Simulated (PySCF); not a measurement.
## Telling isomers of C4H11FO2Si apart by NMR

PySCF 2.14.0 with density-fitted response routines calculation with structure optimised with GFN2-xTB and σ from GIAO-PBE0/pcSseg-1; single conformer, gas phase, rapidly exchanging positions averaged, no relativistic terms.

References, each an isolated molecule treated in the same way: 1H, 13C vs TMS. Splittings of carbon signals by F and P are missing where no couplings were computed. Where no couplings were computed, multiplicities follow the n + 1 count of equivalent neighbours, and m marks all less simple cases (inequivalent or close neighbours, rings, F or P nearby). Shifts are as computed. Against solution values, carbons near 30 ppm lie about +3 ppm off and those near 130 ppm about +5 ppm. Of 1211 compounds with measured shifts, 218 miss one by over three times the rms of a fit or turn the order of signals round; such compounds aren't used in these exercises.

(1) Tabulate the signals of `CO[Si@@H](F)OC(C)C`, `CO[C@@H](F)[C@H](C)O[SiH3]` and their relative energies.

(2) What is the quickest way to tell CO[Si@@H](F)OC(C)C from CO[C@@H](F)[C@H](C)O[SiH3]?

Answers

(1) 
```tsv
SMILES	carbon types	δC	δH	E rel. (kcal/mol)
CO[Si@@H](F)OC(C)C	1×CH 3×CH3	68.2, 51.4, 27.6, 27.3	4.50 (m, 1H), 4.37 (m, 1H), 3.88 (s, 3H), 1.29 (d, 3H), 1.24 (d, 3H)	0.0
CO[C@@H](F)[C@H](C)O[SiH3]	2×CH 2×CH3	119.6, 73.8, 57.2, 21.0	4.75 (m, 1H), 4.74 (s, 3H), 3.83 (m, 1H), 3.80 (s, 3H), 1.32 (d, 3H)	78.2
```

Energies are electronic energies at PBE0/pcSseg-1 on these geometries, without zero-point or thermal terms, each for the one conformer computed, which needn't be the lowest.

(2) Both give the same number of carbon signals, but DEPT or the intensities differ. The first has a methyl carbon (CH3) at 27.6 ppm, the second an sp3 CH bonded to F and O at 119.6 ppm. Their most deshielded carbons lie at 68.2 and 119.6 ppm.
